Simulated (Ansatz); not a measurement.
`C[SiH2]N(C)[SiH3]` → `CN[SiH3]` + `C[SiH]` at 400 K and 1 bar (silylene formation by 1,1-elimination).

Isolated molecules relaxed with PBE0-D4/def2-TZVP in Ansatz; ΔE leaves out vibrations. CCSD(T)/CBS is the MP2 limit (def2-TZVPP, def2-QZVPP) plus CCSD(T) − MP2 in def2-TZVPP, frozen cores. This one scheme is used for every species. One conformer a species, not always the lowest.

| species | CCSD(T)/CBS energy (Eh) | H − E (kJ/mol) | S (J/(mol·K)) |
| --- | --- | --- | --- |
| `C[SiH2]N(C)[SiH3]` | -715.62877 | 366.8 | 445.2 |
| `CN[SiH3]` | -386.04948 | 233.7 | 327.3 |
| `C[SiH]` | -329.46712 | 128.7 | 279.3 |

H − E and S are ideal-gas, rigid-rotor, harmonic terms from PBE0-D4/def2-TZVP, for one conformer and one mirror image of each species. 1 Eh = 2625.50 kJ/mol, R = 8.31446 J/(mol·K).

Problem. By hand: ΔE, ΔH, ΔS and ΔG.

Solution. ΔE = (-386.04948) + (-329.46712) − (-715.62877) = 0.11217 Eh = 294.5 kJ/mol. Δ(H − E) = 233.7 + 128.7 − 366.8 = -4.4, so ΔH = 290.1 kJ/mol. ΔS = 327.3 + 279.3 − 445.2 = 161.4 J/(mol·K). ΔG = 290.1 − 400 × (161.4)/1000 = 225.5 kJ/mol.

Problem. By hand: the equilibrium constant, and the temperature at which ΔG would vanish if ΔH and ΔS stayed fixed.

Solution. log₁₀ K = −ΔG/(RT ln 10) = -29.4. ΔG = 0 at ΔH/ΔS = 1797 K.

The number of gas molecules changes by +1, which sets the sign of ΔS. A doubt of 5 kJ/mol in ΔE shifts log₁₀ K by 0.7 here. Other conformers and mirror images would add mixing entropy, several J/(mol·K) or more a flexible species. Modes under 60 cm⁻¹, often nearly free rotors, make the harmonic entropy too high. These are equilibria of isolated gas molecules and say nothing of rates. Largest T1 diagnostic: 0.012 (customary marks: 0.02 for closed shells, 0.045 for open ones).
